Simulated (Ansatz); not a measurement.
CH$_{5}$OSSi, SMILES `CO[SiH2][S]` radical at its PBE0-D4/def2-TZVP geometry, where that method's forces vanish. The species carries charge 0 and has multiplicity 2.

| atom | x (Å) | y (Å) | z (Å) |
| --- | --- | --- | --- |
| C1 | 0.725 | -0.167 | 1.177 |
| O2 | -0.095 | 0.707 | 0.432 |
| Si3 | -0.793 | 0.308 | -0.990 |
| S4 | 0.539 | -0.297 | -2.519 |
| H5 | 1.060 | 0.363 | 2.070 |
| H6 | 1.602 | -0.476 | 0.599 |
| H7 | 0.174 | -1.062 | 1.488 |
| H8 | -1.538 | 1.513 | -1.412 |
| H9 | -1.673 | -0.889 | -0.846 |

Problem. For each bond, give half the difference of the two atoms' forces along it (eV/Å; positive pushes the atoms apart) under PBE-D4, r2SCAN-D4, B3LYP-D4, ωB97M-V in def2-TZVPP. (An estimate is asked.)

Solution. Computed: 
```
  bond  length (Å)  PBE-D4  r2SCAN-D4  B3LYP-D4  ωB97M-V
 C1–O2       1.411    0.25       0.32      0.30     0.27
 C1–H5       1.091    0.08      -0.07     -0.12    -0.11
 C1–H6       1.095    0.08      -0.06     -0.09    -0.10
 C1–H7       1.096    0.07      -0.06     -0.08    -0.10
O2–Si3       1.633    0.30      -0.02      0.03     0.05
Si3–S4       2.116   -0.15      -0.06      0.15     0.09
Si3–H8       1.479    0.10      -0.01     -0.14    -0.19
Si3–H9       1.492    0.12       0.01     -0.09    -0.16
```

B3LYP here is the variant with VWN-RPA as its local correlation; programs differ in this.
